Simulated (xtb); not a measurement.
CuI, singlet, at a GFN2-xTB geometry of the parent state (such geometries of metal compounds can be far from the true shape) (the multiplicity is a formal guess); GFN0-xTB in xtb 6.7.1.

Here is a job for xtb.
```
$ xtb mol.xyz --gfn 0 --chrg 0 --uhf 0 --json

# file mol.xyz
2

Cu    -0.00000000    -0.00000000    -1.60555264
I      0.00000000     0.00000000     0.87850993
```

### Question
Predict the main parts of the log of this xtb run.

### Answer

```
   ID    Z sym.   atoms
    1   29 Cu     1
    2   53 I      2

           -------------------------------------------------
          |                Calculation Setup                |
           -------------------------------------------------

           -------------------------------------------------
          |                 G F N 0 - x T B                 |
           -------------------------------------------------

          ...................................................
          :                      SETUP                      :
          :.................................................:
          :  # basis functions                  20          :
          :  # atomic orbitals                  18          :
          :  # shells                            6          :
          :  # electrons                        18          :
          :  electronic temp.          300.0000000     K    :
          :  accuracy                    1.0000000          :
          :  -> integral cutoff          0.2500000E+02      :
          :  -> integral neglect         0.1000000E-07      :
          ...................................................

         :::::::::::::::::::::::::::::::::::::::::::::::::::::
         ::                     SUMMARY                     ::
         :::::::::::::::::::::::::::::::::::::::::::::::::::::
         :: total energy              -8.108169304375 Eh    ::
         :: gradient norm              0.008000459091 Eh/a0 ::
         :: HOMO-LUMO gap              3.608727871381 eV    ::
         ::.................................................::
         :: H0 energy                 -8.076404138137 Eh    ::
         :: repulsion energy           0.006802412248 Eh    ::
         :: electrostat energy        -0.038346356820 Eh    ::
         :: -> Gsolv                   0.000000000000 Eh    ::
         ::    -> Gsasa                0.000000000000 Eh    ::
         ::    -> Gshift               0.000000000000 Eh    ::
         :: dispersion energy         -0.000221221667 Eh    ::
         :: short-range corr.          0.000000000000 Eh    ::
         :: add. restraining           0.000000000000 Eh    ::
         :: total charge               0.000000000000 e     ::
         :::::::::::::::::::::::::::::::::::::::::::::::::::::

           -------------------------------------------------
          |                Property Printout                |
           -------------------------------------------------

    * Orbital Energies and Occupations

         #    Occupation            Energy/Eh            Energy/eV
      -------------------------------------------------------------
         1        2.0000           -0.6546062             -17.8127
         2        2.0000           -0.4555173             -12.3953
         3        2.0000           -0.4346624             -11.8278
         4        2.0000           -0.4346624             -11.8278
         5        2.0000           -0.4159860             -11.3196
         6        2.0000           -0.4159860             -11.3196
         7        2.0000           -0.4094139             -11.1407
         8        2.0000           -0.4094139             -11.1407
         9        2.0000           -0.4079540             -11.1010 (HOMO)
        10                         -0.2753357              -7.4923 (LUMO)
        11                         -0.1237501              -3.3674
        12                         -0.1237501              -3.3674
        13                         -0.0554538              -1.5090
        14                         -0.0496246              -1.3504
        15                         -0.0496246              -1.3504
        16                          0.0357602               0.9731
        17                          0.0357602               0.9731
        18                          0.9249351              25.1688
      -------------------------------------------------------------
                  HL-Gap            0.1326183 Eh            3.6087 eV
             Fermi-level            0.0000000 Eh            0.0000 eV

     #   Z          covCN         q      C6AA      α(0)
     1  29 Cu       0.859     0.227   168.203    29.068
     2  53 I        0.859    -0.227   387.306    33.995

 Mol. C6AA /au·bohr⁶  :       1055.160882
 Mol. C8AA /au·bohr⁸  :      92699.002680
 Mol. α(0) /au        :         63.062964

Wiberg/Mayer (AO) data.
largest (>0.10) Wiberg bond orders for each atom

 ---------------------------------------------------------------------------
     #   Z sym  total        # sym  WBO       # sym  WBO       # sym  WBO
 ---------------------------------------------------------------------------
     1  29 Cu   0.822 --     2 I    0.822
     2  53 I    0.822 --     1 Cu   0.822
 ---------------------------------------------------------------------------

Topologies differ in total number of bonds
Writing topology from bond orders to xtbtopo.mol

 dipole moment from electron density (au)
     X       Y       Z
  -0.0000   0.0000  -3.3856  total (Debye):    8.605

           -------------------------------------------------
          | TOTAL ENERGY               -8.108169304375 Eh   |
          | GRADIENT NORM               0.008000459091 Eh/α |
          | HOMO-LUMO GAP               3.608727871381 eV   |
           -------------------------------------------------

normal termination of xtb
```
